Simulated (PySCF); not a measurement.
## Optical rotation: `[SiH2](N)NC1[C@H](F)[C@H]1F`, C$_{3}$H$_{8}$F$_{2}$N$_{2}$Si

Cartesian coordinates in Å; atom numbers follow the order of the lines, from 1:
```xyz
16

N     2.8078    0.7415    0.8412
Si    1.8157   -0.2858   -0.1167
N     0.2254    0.1301    0.4276
C    -0.9169   -0.5344   -0.0607
C    -1.8429    0.0819   -1.0905
F    -1.5903    1.3565   -1.5059
C    -2.2940   -0.0844    0.3315
F    -3.2530   -1.0176    0.5860
H     2.6363    0.7855    1.8332
H     3.7985    0.7313    0.6678
H     2.1417    0.0417   -1.5064
H     1.8920   -1.7366    0.1049
H     0.0547    1.1147    0.5736
H    -0.7685   -1.6017   -0.1638
H    -2.2831   -0.5082   -1.8828
H    -2.4309    0.7944    0.9495
```

Theory: PySCF, TDDFT wB97X-D/def2-SVPD circular dichroism and optical rotation, one conformer, gas phase. Geometry: GFN2-xTB.

The molecule is flexible and this is one conformer; a measurement averages over conformers.

Stereocentres: C5 S, C7 S.

(1) Give the optical rotatory dispersion at 633, 589.3, 546, 436, 405, 365, 355 nm.

(2) And for the mirror image at 589.3 nm?

(3) What is the molar rotation [Φ] = [α]·M/100 of the geometry above at 589.3 nm?

## Answers

(1) [α] in deg dm⁻¹ (g/mL)⁻¹:
```tsv
λ (nm)	origin-invariant length gauge	modified velocity gauge	length gauge (centre of mass)	isotropic polarisability (au)
633	-9.4	-12.0	-12.6	78.2
589.3	-9.6	-12.6	-13.3	78.4
546	-9.4	-12.9	-13.8	78.8
436	-0.5	-6.3	-7.9	80.1
405	+8.3	+1.5	-0.5	80.7
365	+32.4	+23.7	+21.0	81.8
355	+42.4	+33.2	+30.2	82.1
```

(2) +9.6 deg dm⁻¹ (g/mL)⁻¹ (origin-invariant length gauge): the same size and the opposite sign.

(3) With M = 138.19 g/mol, -13.3 deg cm² dmol⁻¹ (origin-invariant length gauge).

The first excitation lies at 6.29 eV (197 nm) with R = +3.2 × 10⁻⁴⁰ esu² cm² (velocity form).
